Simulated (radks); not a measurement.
Values are calculated unless marked as measured or tabulated.
Valence configurations of the technetium ion Tc3+ (all share [Kr]). Code: a radial shooting solver on a logarithmic mesh with Libxc functionals. Model: scalar-relativistic Kohn-Sham, SCAN, spin-polarised, spherical densities, finite nucleus; open shells are filled with parallel spins first (spin-orbit coupling, left out, can overturn this in heavy ions); meta-GGA in the generalised Kohn-Sham scheme; Fermi nuclear charge, rms radius 4.4112 fm. Energies are relative to 4d4; eigenvalues in eV for spin up.

4d4: E (eV) 0.000; moment (Bohr magnetons) 4; e(4d) -36.680
4d3.5 5s0.5: E (eV) 4.500; moment (Bohr magnetons) 4; e(4d) -38.482; e(5s) -29.376
4d3.5 5p0.5: E (eV) 7.957; moment (Bohr magnetons) 4; e(4d) -38.935; e(5p) -22.675
4d3 5s1: E (eV) 9.086; moment (Bohr magnetons) 4; e(4d) -40.239; e(5s) -30.779
4d3 5s0.5 5p0.5: E (eV) 12.743; moment (Bohr magnetons) 4; e(4d) -40.685; e(5p) -23.849; e(5s) -31.045
4d3 5p1: E (eV) 16.278; moment (Bohr magnetons) 4; e(4d) -41.122; e(5p) -24.061
4d2.5 5s0.5 5p1: E (eV) 21.391; moment (Bohr magnetons) 4; e(4d) -42.859; e(5p) -25.003; e(5s) -32.323

NIST lists [Kr] 4d4 as the ground configuration; this level of theory agrees among the configurations tried. The energies are those of spherical high-spin densities, not of single terms. No valid solution was reached for [Kr] 4d2 5s2.
